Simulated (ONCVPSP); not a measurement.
**Reading a pseudo-wave (Zr)**

Columns: radius, all-electron u(r) and pseudo u(r) of the 4d shell (level -3.60 eV) of zirconium in the configuration [Ar] 3d10 4s2 4p6 4d2 5s2; PBE, scalar-relativistic, ONCV scheme, ONCVPSP 4.0.1.

```tsv
r (bohr)	all-electron	pseudo
0.130	-0.1501	0.0026
0.260	-0.2975	0.0194
0.390	-0.2471	0.0608
0.520	-0.0875	0.1298
0.650	0.0987	0.2222
0.780	0.2703	0.3276
0.910	0.4119	0.4333
1.040	0.5200	0.5275
1.170	0.5963	0.6020
1.300	0.6455	0.6531
1.430	0.6726	0.6817
1.560	0.6828	0.6914
1.690	0.6805	0.6870
1.820	0.6691	0.6732
1.950	0.6515	0.6536
2.080	0.6298	0.6306
2.210	0.6055	0.6057
2.340	0.5798	0.5798
2.470	0.5535	0.5535
2.600	0.5272	0.5271
2.730	0.5012	0.5012
2.860	0.4758	0.4758
2.990	0.4511	0.4510
3.120	0.4271	0.4271
3.250	0.4040	0.4040
3.380	0.3818	0.3818
```

Problem. How many radial nodes do the two functions have?

Solution. The all-electron 4d function has n − l − 1 = 1; the pseudo-wave has 0, since the states of the same l below it are removed with the core.

Problem. At about which radius was the pseudo-wave matched?

Solution. 2.60 bohr. The columns agree to 0.0005 from 2.21 bohr on; several derivatives are matched, so the curves merge somewhat inside the radius.

Problem. Where does each function peak?

Solution. Outermost all-electron maximum near 1.56 bohr, pseudo maximum near 1.56 bohr (to the table’s step).

Problem. Is the pseudo-wave norm-conserving?

Solution. Yes: the ONCV scheme keeps the norm inside the radius equal to the all-electron one, which fixes the energy derivative of the logarithmic derivative at the level.
